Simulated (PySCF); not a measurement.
Charge on either side of a bond

Species: C4H11AlO2S.
Numbering: `[CH3:1][C:2](=[O:3])[O:4][CH2:5][S@@+:6]([CH3:7])[AlH3-:8]` (hydrogens: H9, H10, H11 on C1; H12, H13 on C5; H14, H15, H16 on C7; H17, H18, H19 on Al8)

Geometry (PBE0-D3(BJ)/def2-SVP, Å), atoms numbered from 1 in this order:
```
atom  x, y, z in Å
C1     2.3783   -0.9198   -1.1368
C2     1.9736    0.1418   -0.1694
O3     2.6012    0.5508    0.7630
O4     0.7337    0.6229   -0.4904
C5     0.1203    1.4690    0.4354
S6    -1.5283    0.8609    0.8781
C7    -2.3579    0.9704   -0.7227
Al8   -1.1389   -1.6027    1.0726
H9     2.2885   -0.5492   -2.1675
H10    1.6897   -1.7717   -1.0306
H11    3.4057   -1.2356   -0.9275
H12    0.7058    1.5233    1.3658
H13    0.0025    2.4767    0.0081
H14   -2.4732    2.0250   -1.0087
H15   -1.7878    0.4095   -1.4745
H16   -3.3485    0.5136   -0.5966
H17   -2.4174   -1.9726    1.9592
H18    0.3039   -1.5235    1.7666
H19   -1.1820   -1.9817   -0.4880
```

Atomic charges (e) from the PBE0/pcSseg-1 density (PySCF):

| atom | Mulliken | IAO | Hirshfeld | ESP-fitted |
| --- | --- | --- | --- | --- |
| C1 | -0.2564 | -0.4634 | -0.1134 | -0.5810 |
| C2 | +0.3894 | +0.5383 | +0.2286 | +0.7654 |
| O3 | -0.3856 | -0.4352 | -0.2373 | -0.5184 |
| O4 | -0.4636 | -0.3514 | -0.0926 | -0.2473 |
| C5 | -0.0397 | -0.1521 | +0.0105 | -0.3003 |
| S6 | -0.0687 | +0.2931 | +0.1583 | -0.0158 |
| C7 | -0.3868 | -0.5014 | -0.1010 | -0.4420 |
| Al8 | +0.6022 | +0.3130 | +0.2556 | +0.6721 |
| H9 | +0.1458 | +0.1708 | +0.0591 | +0.1598 |
| H10 | +0.1805 | +0.1838 | +0.0624 | +0.1800 |
| H11 | +0.1489 | +0.1720 | +0.0604 | +0.1740 |
| H12 | +0.1948 | +0.1857 | +0.0529 | +0.2343 |
| H13 | +0.1673 | +0.1646 | +0.0561 | +0.2220 |
| H14 | +0.1626 | +0.1629 | +0.0551 | +0.1892 |
| H15 | +0.1873 | +0.1768 | +0.0534 | +0.1710 |
| H16 | +0.1816 | +0.1792 | +0.0672 | +0.2065 |
| H17 | -0.2433 | -0.2032 | -0.1924 | -0.2919 |
| H18 | -0.2547 | -0.2121 | -0.1898 | -0.2755 |
| H19 | -0.2615 | -0.2215 | -0.1927 | -0.3022 |

Q: Cut each of the bonds C1–C2, C2–O4, O4–C5, S6–C5, C7–S6 and Al8–S6 in turn and sum the charges on the side of the atom named first.

A: In e; the other side holds the opposite charge:

| bond cut | piece | atoms | Mulliken | IAO | Hirshfeld | ESP-fitted |
| --- | --- | --- | --- | --- | --- | --- |
| C1–C2 | CH3 | 4 | +0.219 | +0.063 | +0.069 | -0.067 |
| C2–O4 | C2H3O | 6 | +0.223 | +0.166 | +0.060 | +0.180 |
| O4–C5 | C2H3O2 | 7 | -0.241 | -0.185 | -0.033 | -0.067 |
| S6–C5 | CH6AlS | 9 | -0.081 | -0.013 | -0.086 | -0.089 |
| C7–S6 | CH3 | 4 | +0.145 | +0.018 | +0.075 | +0.125 |
| Al8–S6 | AlH3 | 4 | -0.157 | -0.324 | -0.319 | -0.198 |

Extremes among these pieces. Mulliken: lowest C2H3O2 at O4, highest C2H3O at C2; IAO: lowest AlH3 at Al8, highest C2H3O at C2; Hirshfeld: lowest AlH3 at Al8, highest CH3 at C7; ESP-fitted: lowest AlH3 at Al8, highest C2H3O at C2.

Q: Do the schemes agree better on the pieces than on the single atoms at the cuts?

A: The spread between schemes averages 0.171 e for the pieces and 0.426 e for the atoms named first; it is smaller for the piece at 6 of the 6 cuts. On average they agree better on the pieces. The sign differs between schemes (beyond ±0.03 e) for CH3 at C1.

Geometry: PBE0-D3(BJ)/def2-SVP, one conformer, isolated molecule.
